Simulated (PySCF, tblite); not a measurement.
Isomers of C6H6NS (doublet state). All values are computed: GFN2-xTB (tblite) harmonic vibrations without scaling, gas phase. Errors from tens to a few hundred cm⁻¹ against measured bands are possible. Modes of hydrogen on sulfur can be 10 to 20 % off. One conformer each. Open shells enter through the occupations alone, without spin polarisation, and single modes of such species can be off by tens of per cent.

Electronic energies: B3LYP/pcH-1 single points on the GFN2-xTB geometries (PySCF, gas phase).

```tsv
SMILES	electronic energy, lowest = 0 (kJ/mol)
N#C[C@@H]1C=[C]C[C@@H]1S	169.9
[H]/N=C\c1ccc([CH2])s1	0.0
N#C[C@@H]1C=C[CH][C@@H]1S	46.9
N#C[C@@H]1[C]=CC[C@@H]1S	174.6
N#C[C]1C=CC[C@@H]1S	0.3
```

Question: How do GFN2-xTB zero-point energies change the relative energies?

Answer: 
| SMILES | ZPE (kJ/mol) | of it from modes above 1550 cm⁻¹ | electronic (kJ/mol) | with ZPE, lowest = 0 (kJ/mol) | lowest mode (cm⁻¹) | rings |
| --- | --- | --- | --- | --- | --- | --- |
| [H]/N=C\c1ccc([CH2])s1 | 263.7 | 122.5 | 0.0 | 4.9 | 81 | 1 |
| N#C[C]1C=CC[C@@H]1S | 258.5 | 118.9 | 0.3 | 0.0 | 69 | 1 |
| N#C[C@@H]1C=C[CH][C@@H]1S | 256.6 | 120.4 | 46.9 | 44.7 | 46 | 1 |
| N#C[C@@H]1C=[C]C[C@@H]1S | 259.4 | 128.9 | 169.9 | 170.5 | 66 | 1 |
| N#C[C@@H]1[C]=CC[C@@H]1S | 259.6 | 128.9 | 174.6 | 175.4 | 70 | 1 |

The zero-point energies span 7.1 kJ/mol, from `N#C[C@@H]1C=C[CH][C@@H]1S` to `[H]/N=C\c1ccc([CH2])s1`. With it `N#C[C]1C=CC[C@@H]1S` becomes the lowest.

Question: And how do the electronic energies of GFN2-xTB itself compare?

Answer: `[H]/N=C\c1ccc([CH2])s1` 0.0; `N#C[C]1C=CC[C@@H]1S` 13.1; `N#C[C@@H]1C=C[CH][C@@H]1S` 58.3; `N#C[C@@H]1C=[C]C[C@@H]1S` 183.9; `N#C[C@@H]1[C]=CC[C@@H]1S` 189.2 kJ/mol, lowest = 0. Against the energies above, taken from the same isomer `[H]/N=C\c1ccc([CH2])s1`, the largest difference is 14.6 kJ/mol.

Question: What do entropy and thermal enthalpy add at 298.15 K and 1 bar (rigid rotor, harmonic oscillator, one conformer each)?

Answer: 
| SMILES | point group | symmetry number | S (J/(mol K)) | H − H(0) (kJ/mol) | ZPE + H − H(0) − TS (kJ/mol) |
| --- | --- | --- | --- | --- | --- |
| [H]/N=C\c1ccc([CH2])s1 | Cs | 1 | 367.9 | 22.89 | 176.9 |
| N#C[C]1C=CC[C@@H]1S | C1 | 1 | 378.3 | 23.76 | 169.4 |
| N#C[C@@H]1C=C[CH][C@@H]1S | C1 | 1 | 378.8 | 23.79 | 167.5 |
| N#C[C@@H]1C=[C]C[C@@H]1S | C1 | 1 | 374.5 | 23.47 | 171.2 |
| N#C[C@@H]1[C]=CC[C@@H]1S | C1 | 1 | 374.6 | 23.45 | 171.4 |

S holds R ln(2S + 1) for the spin.
